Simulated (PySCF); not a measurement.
Compound: AsH₈NSi₂.
Bonds: N1–Si2, Si2–As3, As3–Si4. Hydrogens: H5, H6 on N1; H7, H8 on Si2; H9 on As3; H10, H11, H12 on Si4.

Method: PySCF, PBE0-D3(BJ)/def2-SVP geometry optimisation, gas phase; density fitting, grid level 1; the optimiser is geomeTRIC in internal coordinates, started from a GFN2-xTB structure with every atom displaced at random (about 0.01 Å).

The end geometry, which sets the zero of energy:
```
atom  x, y, z in Å
N1      1.9438    0.6039    0.7941
Si2     1.2708   -0.7068   -0.1103
As3    -0.5372   -0.0529   -1.5326
Si4    -1.9148    0.4644    0.3155
H5      1.4412    0.9669    1.5965
H6      2.4390    1.3469    0.3138
H7      2.3327   -1.2619   -1.0021
H8      0.8133   -1.7422    0.8649
H9     -1.0814   -1.4752   -1.6461
H10    -3.3180    0.7100   -0.1345
H11    -1.3861    1.7220    0.9314
H12    -1.9218   -0.6003    1.3680
```

**Question.** These geometries come from the run, each turned onto the end geometry. Order them by energy, lowest first.
A.
```
atom  x, y, z in Å
N1      1.9923    0.6090    0.7770
Si2     1.2613   -0.6970   -0.0921
As3    -0.5244   -0.0064   -1.5214
Si4    -1.9356    0.4426    0.3182
H5      1.5039    0.9989    1.5759
H6      2.4839    1.3380    0.2714
H7      2.2927   -1.3245   -0.9722
H8      0.7729   -1.6818    0.9201
H9     -1.0540   -1.4283   -1.6954
H10    -3.3376    0.6808   -0.1401
H11    -1.4319    1.6910    0.9730
H12    -1.9420   -0.6476    1.3441
```
B.
```
atom  x, y, z in Å
N1      2.0758    0.6084    0.7845
Si2     1.2841   -0.6763   -0.0640
As3    -0.5131    0.0145   -1.4814
Si4    -1.9892    0.4363    0.3267
H5      1.6248    1.0125    1.5924
H6      2.5434    1.3313    0.2433
H7      2.2431   -1.3347   -1.0067
H8      0.7654   -1.6745    0.9274
H9     -1.0550   -1.4210   -1.6816
H10    -3.3632    0.6498   -0.2163
H11    -1.5286    1.6949    0.9984
H12    -2.0061   -0.6664    1.3359
```
C.
```
atom  x, y, z in Å
N1      2.0933    0.5279    0.7653
Si2     1.2565   -0.7181   -0.1026
As3    -0.5349    0.0555   -1.4243
Si4    -1.9777    0.4414    0.3065
H5      1.5624    1.0222    1.4800
H6      2.5967    1.2302    0.2270
H7      2.3242   -1.2980   -0.9443
H8      0.8987   -1.6583    0.9504
H9     -1.0355   -1.3246   -1.6611
H10    -3.3747    0.6230   -0.1992
H11    -1.6478    1.6803    1.0127
H12    -2.0798   -0.6068    1.3480
```

**Answer.** A (0.002 eV), B (0.021 eV), C (0.181 eV).

In the order of the answer:

```
step  E above end (eV)  largest force (eV/Å)  rms force component (eV/Å)  rms distance from end (Å)  rms bond change (Å)  bond most changed (Å)
   5             0.002                  0.04                       0.009                      0.061                0.001         Si2–As3 -0.002
   1             0.021                  0.36                       0.125                      0.118                0.007          As3–H9 +0.020
   0             0.181                  1.18                       0.419                      0.159                0.033         As3–Si4 -0.076
```

What follows is the cost of the whole optimisation. Hardware: Arm Neoverse V1, one thread, shared host with 32 logical CPUs at a one-minute load of 23. Cost: 68 s, 0.53 GiB resident at most.
